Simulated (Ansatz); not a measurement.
Coupled-cluster diagnostics for LiB7⁻, Ansatz.

Geometry of the doublet (B3LYP-D4/def2-SVPD):

```xyz
8

Li   -1.253    1.609    1.929
B     2.195    0.761   -1.312
B    -0.446    0.190    0.465
B     1.456   -0.571   -1.491
B    -1.186   -1.265    0.217
B     0.895    0.598   -0.369
B    -1.796   -0.302    1.259
B     0.136   -1.020   -0.697
```

Correlated methods freeze 7 core orbitals; core or outer-core shells of Li are correlated, in sets that lack core-valence functions. Another isomer (doublet) lies 1.10 eV lower at PBE0-D4/def2-TZVPD; other spin states weren't run for this one.

(1) Estimate the CCSD(T) correlation energy, the shares of MP2 and (T), T1 and the reference's ⟨S²⟩ for: charge -1, doublet, own geometry in def2-SVPD; and the rough time on 4 threads of Arm Neoverse V1 on a shared host.

Answers

(1) 
| state | basis | correlation (eV) | MP2 share (%) | (T) share (%) | T1 | ⟨S²⟩ (pure) | wall time | remarks |
| --- | --- | --- | --- | --- | --- | --- | --- | --- |
| charge -1, doublet, own geometry | def2-SVPD | -18.471 | 89.1 | 7.5 | 0.039 | 1.14 (0.75) | 87 s | spin-contaminated |
Customary marks for T1 are 0.02 (closed shells), 0.045 (open shells) and about 0.05 (3d metals). T1 exceeds 0.02 in 1 of 1 rows and 0.045 in 0; the higher it lies, the less the single-reference result can be trusted.
